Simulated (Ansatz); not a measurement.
Job for Ansatz (a first-principles code): R-wB97X-V/def2-TZVPP on BiH3Te2 (SMILES [TeH][BiH][TeH]), a point of a torsion scan. Elements past Kr take the def2 small-core potentials; no spin–orbit coupling.

Ansatz 0.2 input:
```yaml
crystal:
  periodic: [false, false, false]
  atoms:
    - {symbol: Te, position_ang: [-1.35675604, -1.46516407, 0.41900837]}
    - {symbol: Bi, position_ang: [0.28253397, 0.78424098, 0.86732814]}
    - {symbol: Te, position_ang: [0.50563772, 1.52932900, -1.82733655]}
    - {symbol: H, position_ang: [-2.05413925, -0.80584044, -0.91825663]}
    - {symbol: H, position_ang: [-1.15645471, 1.85436816, 0.97420903]}
    - {symbol: H, position_ang: [2.11371945, 1.12586472, -1.86522136]}
basis:
  gaussian:
    orbitals: def2-TZVPP
hamiltonian:
  xc: {name: wB97X-V}
scf: {lower_state_search: off}
```

The log:

```
WARN ansatz: RAYON_NUM_THREADS=1 ignored (pool sized by the plan → 1); use --threads N
Functional definition: wB97X-V
these checks for a lower state are left out or cut short: stability, starts, cluster_reference, orbital_swaps, neighbouring_geometries, increment
integrals: 0.17 GiB planned
1393 factors; their error is unknown
integrals: 0.20 GiB planned
319 factors; integrals over basis functions are off by at most 3.6e-5 eV
mean field: 1.44 GiB planned
mean field evaluation 1: about -20474.7884 eV, gradient 1.3e1 eV
mean field evaluation 2: about -20475.2423 eV, gradient 1.2e1 eV
mean field evaluation 4: about -20475.5718 eV, gradient 6.9e-1 eV
mean field evaluation 8: about -20475.7368 eV, gradient 1.2e-1 eV
mean field evaluation 16: about -20475.7368 eV, gradient 7.1e-5 eV
mean field -20475.73678852 eV, -752.4694480252 hartree, gradient 4.9e-6 eV, S^2 0.000000; 0 other end points of the search recorded, 0 dependent functions left out
reference -20475.73678648 eV, -752.4694479503 hartree; 37, 37 occupied and 155, 155 virtual orbitals, 1393 factors
Total energy: -20475.73678648 eV, -752.4694479503 hartree
Checks for a lower state left out: stability, starts, cluster_reference, orbital_swaps, neighbouring_geometries, increment
```

Self-consistency was reached.

Cost: about 10 core-seconds (a rough figure).
